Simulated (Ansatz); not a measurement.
Relaxation of C3H8AlN (13 atoms, charge 0, multiplicity 1), to a largest force component of 0.015 eV/Å in at most 40 steps.

The calculation used RKS PBE/6-31G* (Ansatz 0.2.0).

```xyz
13
Properties=species:S:1:pos:R:3:forces:R:3
N -0.613 0.705 1.534 -1.83 1.93 0.86
C -0.638 -0.246 0.453 0.96 0.42 -0.15
C -2.051 -0.483 -0.004 -1.36 -0.14 0.18
C -2.312 -1.958 0.307 1.83 -0.90 -1.54
Al -0.411 -2.148 1.042 -1.27 0.47 0.66
H -1.649 1.095 1.623 2.57 -0.76 0.19
H -0.394 0.264 2.419 0.13 0.01 0.70
H -0.005 0.038 -0.363 0.69 0.89 -0.91
H -2.196 -0.223 -1.067 -0.06 -0.18 -0.10
H -2.816 0.157 0.586 0.97 -0.59 -0.70
H -3.021 -2.135 1.049 -1.99 -0.77 1.12
H -2.389 -2.538 -0.621 -0.79 -0.33 0.05
H 0.156 -2.765 2.456 0.15 -0.05 -0.37
```

Task: Where does it end, and by what steps?

Result: The forces met the threshold. After 17 steps the energy has fallen by 1.753 eV; N1 moved furthest, 0.72 Å. Joined: N1–Al5.

```
step  energy less start (eV)  largest force component (eV/Å)  accepted
   0                  0.0000                           2.574       yes
   1                 -0.8178                           1.433       yes
   2                 -0.9154                           0.549       yes
   3                 -0.9506                           0.227       yes
   4                 -0.9702                           0.313       yes
   5                 -1.0133                           0.483       yes
   6                 -1.0644                           0.657       yes
   7                 -1.1337                           0.781       yes
   8                 -1.2341                           0.864       yes
   9                 -1.4392                           1.015       yes
  10                 -1.4679                           2.595       yes
  11                 -1.6359                           0.995       yes
  12                 -1.7378                           0.218       yes
  13                 -1.7496                           0.139       yes
  14                 -1.7517                           0.051       yes
  15                 -1.7515                           0.059        no
  16                 -1.7523                           0.019       yes
  17                 -1.7525                           0.011       yes
```

```xyz
13
Properties=species:S:1:pos:R:3
N -0.822 0.076 1.815
C -0.618 -0.150 0.326
C -1.999 -0.539 -0.232
C -2.402 -1.906 0.435
Al -0.608 -1.888 1.295
H -1.652 0.634 2.075
H 0.009 0.483 2.256
H -0.086 0.670 -0.176
H -1.904 -0.653 -1.326
H -2.767 0.251 -0.055
H -3.286 -1.833 1.092
H -2.617 -2.677 -0.322
H 0.413 -2.705 2.231
```

Whether the end is a true minimum wasn't checked by a vibrational analysis.

Time of the run: 38 s on 2 threads of Arm Neoverse V2 (shared host), peak memory 0.14 GiB.
